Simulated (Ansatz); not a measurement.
```yaml
crystal:
  periodic: [false, false, false]
  atoms:
    - {symbol: C, position_ang: [-0.059066, 1.118425, 0.886405]}
    - {symbol: C, position_ang: [-0.100097, 0.010658, 0.163838]}
    - {symbol: S, position_ang: [-1.007818, -1.534718, 0.374288]}
    - {symbol: Ga, position_ang: [0.371572, -1.097501, -1.293564]}
    - {symbol: H, position_ang: [0.562585, 1.953744, 0.585089]}
    - {symbol: H, position_ang: [-0.641259, 1.228029, 1.797714]}
    - {symbol: H, position_ang: [0.935385, -1.746737, -2.559370]}
basis:
  gaussian: {orbitals: pcseg-2}
hamiltonian: {xc: {name: LC-wPBE}}
output: {forces: true}
```

```sh
$ ansatz run in.yaml --threads 2 --pin off --events-out ev --progress --plain --max-ram 4352MiB
```

Output, abridged:

```
Functional definition: LC-wPBE
1104 factors; their error is unknown
311 factors; integrals over basis functions are off by at most 4.9e-5 eV
mean field evaluation 1: about -65320.6327 eV, gradient 4.7e1 eV
mean field evaluation 2: about -65322.0315 eV, gradient 4.1e1 eV
mean field evaluation 4: about -65325.8294 eV, gradient 2.1e0 eV
mean field evaluation 8: about -65325.8452 eV, gradient 8.8e-2 eV
mean field evaluation 16: about -65325.8031 eV, gradient 2.1e-4 eV
mean field -65325.80305535 eV, -2400.6789828645 hartree, gradient 4.5e-5 eV, S^2 0.000000; 0 other end points of the search recorded, 0 dependent functions left out
reference -65325.80305536 eV, -2400.6789828648 hartree; 31, 31 occupied and 148, 148 virtual orbitals, 1104 factors
Total energy: -65325.80305536 eV, -2400.6789828648 hartree
Atom 0 at    -0.059066     1.118425     0.886405 Å, force    -0.019295    -0.285302    -0.173528 eV/Å
Atom 1 at    -0.100097     0.010658     0.163838 Å, force     0.013047     0.103254     0.054285 eV/Å
Atom 2 at    -1.007818    -1.534718     0.374288 Å, force     0.342596     0.224773    -0.332466 eV/Å
Atom 3 at     0.371572    -1.097501    -1.293564 Å, force    -0.249405    -0.138133     0.259846 eV/Å
Atom 4 at     0.562585     1.953744     0.585089 Å, force    -0.029079    -0.047298     0.008076 eV/Å
Atom 5 at    -0.641259     1.228029     1.797714 Å, force     0.034948    -0.024848    -0.067450 eV/Å
Atom 6 at     0.935385    -1.746737    -2.559370 Å, force    -0.092811     0.167553     0.251238 eV/Å
Dipole moment:     0.374374     0.073705    -0.484358 e Å
```

Run time 4.5 s (2 threads of an Arm Neoverse V1 on a shared host); peak host memory 0.41 GiB.
